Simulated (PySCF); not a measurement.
# Orbital levels and atomic charges: C9H3F9O9S3

System: C9H3F9O9S3 (non-ionic photoacid generator), SMILES O=S(=O)(Oc1cccc(OS(=O)(=O)C(F)(F)F)c1OS(=O)(=O)C(F)(F)F)C(F)(F)F.

Cartesian coordinates (Å):
```
  1 O     0.2146   -0.9691    2.7099
  2 S     1.1655   -1.5313    1.8229
  3 O     0.8089   -2.5510    0.9111
  4 O     2.1727   -0.4920    1.1006
  5 C     1.9216   -0.0296   -0.1635
  6 C     2.9292    0.2243   -1.0832
  7 C     2.5884    0.7265   -2.3307
  8 C     1.2720    0.9778   -2.6889
  9 C     0.2655    0.7234   -1.7682
 10 O    -1.0551    0.9756   -2.0273
 11 S    -2.2164    0.0066   -1.4536
 12 O    -2.8438    0.4219   -0.2530
 13 O    -1.8498   -1.3423   -1.6641
 14 C    -3.3827    0.5310   -2.8400
 15 F    -3.6320    1.8275   -2.7637
 16 F    -4.5291   -0.1308   -2.7559
 17 F    -2.8343    0.2727   -4.0219
 18 C     0.6001    0.1992   -0.5259
 19 O    -0.3999   -0.0539    0.3871
 20 S    -0.7100    1.2664    1.3272
 21 O    -1.1941    2.3121    0.5014
 22 O     0.4459    1.5660    2.0913
 23 C    -2.0894    0.5702    2.4242
 24 F    -1.7059    0.6658    3.6867
 25 F    -2.3913   -0.6770    2.1505
 26 F    -3.1633    1.3283    2.2752
 27 C     2.5608   -2.1718    2.9184
 28 F     3.0240   -1.1999    3.6862
 29 F     2.1269   -3.1580    3.6918
 30 F     3.5563   -2.6321    2.1689
 31 H     3.9557    0.0425   -0.8103
 32 H     3.3711    0.9230   -3.0464
 33 H     1.0179    1.3779   -3.6567
```

Method: CAM-B3LYP/def2-SVP, gas phase, PySCF, fitting set def2-universal-JFIT up to Ne and JKFIT beyond, grid level 1.

Question: Give the orbital energies near the gap.

Answer: 
| orbital | eV |
| --- | --- |
| HOMO-4 | -11.18 |
| HOMO-3 | -11.09 |
| HOMO-2 | -10.65 |
| HOMO-1 | -9.64 |
| HOMO | -9.43 |
| LUMO | -0.64 |
| LUMO+1 | -0.28 |
| LUMO+2 | 1.17 |
| LUMO+3 | 1.41 |

Question: Give the partial charges of the non-hydrogen atoms.

Answer: 
| atom | Mulliken | IAO | Hirshfeld |
| --- | --- | --- | --- |
| O1 | -0.40 | -0.83 | -0.27 |
| S2 | 0.91 | 2.13 | 0.56 |
| O3 | -0.38 | -0.82 | -0.28 |
| O4 | -0.39 | -0.53 | -0.11 |
| C5 | 0.28 | 0.20 | 0.07 |
| C6 | -0.04 | -0.16 | -0.04 |
| C7 | 0.05 | -0.11 | -0.02 |
| C8 | -0.04 | -0.16 | -0.04 |
| C9 | 0.28 | 0.20 | 0.07 |
| O10 | -0.39 | -0.53 | -0.11 |
| S11 | 0.91 | 2.13 | 0.56 |
| O12 | -0.40 | -0.83 | -0.27 |
| O13 | -0.38 | -0.82 | -0.28 |
| C14 | 0.46 | 0.63 | 0.24 |
| F15 | -0.13 | -0.25 | -0.07 |
| F16 | -0.13 | -0.25 | -0.07 |
| F17 | -0.14 | -0.26 | -0.08 |
| C18 | 0.00 | 0.09 | 0.01 |
| O19 | -0.44 | -0.56 | -0.12 |
| S20 | 0.84 | 2.08 | 0.56 |
| O21 | -0.38 | -0.83 | -0.29 |
| O22 | -0.38 | -0.83 | -0.29 |
| C23 | 0.50 | 0.66 | 0.26 |
| F24 | -0.12 | -0.24 | -0.06 |
| F25 | -0.11 | -0.23 | -0.06 |
| F26 | -0.12 | -0.24 | -0.06 |
| C27 | 0.46 | 0.63 | 0.24 |
| F28 | -0.13 | -0.25 | -0.07 |
| F29 | -0.13 | -0.25 | -0.07 |
| F30 | -0.14 | -0.26 | -0.08 |
